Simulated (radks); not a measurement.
All-electron atom: Nd+ in [Xe] 4f4 6s1. Method: scalar-relativistic Kohn-Sham, LDA (Slater exchange, VWN5 correlation), spin-polarised, spherical densities, finite nucleus; open shells are filled with parallel spins first (spin-orbit coupling, left out, can overturn this in heavy ions); Fermi nuclear charge, rms radius 4.9123 fm; computed with a radial shooting solver on a logarithmic mesh with Libxc functionals.

Radial electron density D(r) = 4 pi r^2 rho(r):

```
   r/bohr * D(r) (the largest magnitude, 104, reaches the edge; | marks zero)
 0.001551 |  *
 0.001806 |   *
 0.002103 |     *
 0.002448 |      *
  0.00285 |        *
 0.003317 |          *
 0.003862 |            *
 0.004532 |               *
 0.005276 |                   *
 0.006142 |                      *
  0.00715 |                          *
 0.008324 |                              *
 0.009691 |                                  *
  0.01128 |                                     *
  0.01324 |                                       *
  0.01541 |                                         *
  0.01794 |                                         *
  0.02089 |                                       *
  0.02432 |                                      *
  0.02831 |                                    *
  0.03296 |                                    *
  0.03867 |                                      *
  0.04502 |                                         *
  0.05241 |                                               *
  0.06102 |                                                    *
  0.07104 |                                                      *
   0.0827 |                                                     *
  0.09627 |                                                *
    0.113 |                                           *
   0.1315 |                                        *
   0.1531 |                                         *
   0.1782 |                                             *
   0.2075 |                                               *
   0.2416 |                                           *
   0.2812 |                                  *
     0.33 |                       *
   0.3842 |                  *
   0.4473 |                  *
   0.5207 |                    *
   0.6062 |                    *
   0.7057 |                 *
   0.8215 |            *
   0.9641 |        *
    1.122 |     *
    1.307 |    *
    1.521 |   *
    1.771 |  *
    2.061 | *
      2.4 |*
    2.816 |*
    3.279 *
    3.817 *
    4.443 *
    5.173 *
    6.022 *
    7.011 *
    8.227 *
    9.578 *
    11.15 *
```

D(r) has 4 maxima, at r = 0.0164, 0.0728, 0.204, 0.569 bohr, and minima at 0.0317, 0.135, 0.413 bohr, inside which lie 1.96, 11.15, 29.16 electrons.
